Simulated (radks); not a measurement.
Species: the lead ion Pb23+. Configuration: [Kr] 4d8 4f13 5p2 (not the ground configuration). Calculated with a radial shooting solver on a logarithmic mesh with Libxc functionals: scalar-relativistic Kohn-Sham, r2SCAN, spin-unpolarised, spherical densities, finite nucleus; meta-GGA in the generalised Kohn-Sham scheme; Fermi nuclear charge, rms radius 5.5012 fm.

Local quantities along the radius. ELF = 1/(1 + alpha^2) is the electron localisation function; alpha = (tau - tau_W)/tau_unif compares the Pauli kinetic energy density with that of the uniform gas; r v_xc is r times the local exchange-correlation potential (hartree bohr, multiplicative part alone); s = |grad rho|/(2 (3 pi^2)^(1/3) rho^(4/3)) is the reduced gradient; -r V(r) is the screened charge that the Kohn-Sham potential presents (atomic units). tau is taken from the large components.

r (bohr)	ELF	alpha	r v_xc	s	-r V(r)
0.001188	0.999	0.02373	-0.1732	0.8358	81.45
0.00156	0.999	0.02642	-0.2029	0.7458	81.26
0.002031	0.999	0.03036	-0.2386	0.6826	81.02
0.002645	0.999	0.03639	-0.2815	0.6401	80.70
0.003444	0.998	0.04595	-0.3318	0.6163	80.30
0.004521	0.996	0.06254	-0.3908	0.6103	79.76
0.005886	0.992	0.09144	-0.4543	0.6225	79.09
0.007665	0.979	0.1471	-0.5237	0.6520	78.25
0.01006	0.933	0.2676	-0.6005	0.6963	77.18
0.0131	0.787	0.5209	-0.6453	0.7318	75.86
0.01706	0.506	0.9878	-0.5747	0.6989	74.12
0.02239	0.336	1.405	-0.6453	0.5193	72.10
0.02916	0.427	1.159	-0.7396	0.3219	69.73
0.03796	0.654	0.7267	-0.9577	0.2897	67.01
0.04943	0.744	0.5870	-1.068	0.3815	63.73
0.06489	0.587	0.8385	-1.070	0.4819	59.78
0.08449	0.349	1.365	-1.007	0.3867	55.44
0.11	0.483	1.035	-1.260	0.2065	50.94
0.1444	0.709	0.6402	-1.514	0.2996	46.01
0.188	0.567	0.8741	-1.398	0.4752	40.95
0.2448	0.291	1.560	-1.142	0.3365	35.95
0.3214	0.569	0.8698	-1.652	0.1896	31.80
0.4185	0.702	0.6517	-1.720	0.3975	28.25
0.5449	0.499	1.002	-1.392	0.7228	25.78
0.7096	0.193	2.046	-0.9615	1.081	24.40
0.9314	0.137	2.515	-0.7436	1.630	23.84
1.213	0.084	3.313	-0.3515	3.764	23.36
1.579	0.007	12.02	-0.1308	12.85	23.13
2.073	0.000	164.2	-0.02616	73.77	23.03

On this mesh the ELF has minima near r = 0.022, 0.084, 0.24 bohr, which separate the shells, and maxima near 0.049 (0.74), 0.14 (0.71), 0.42 (0.70).
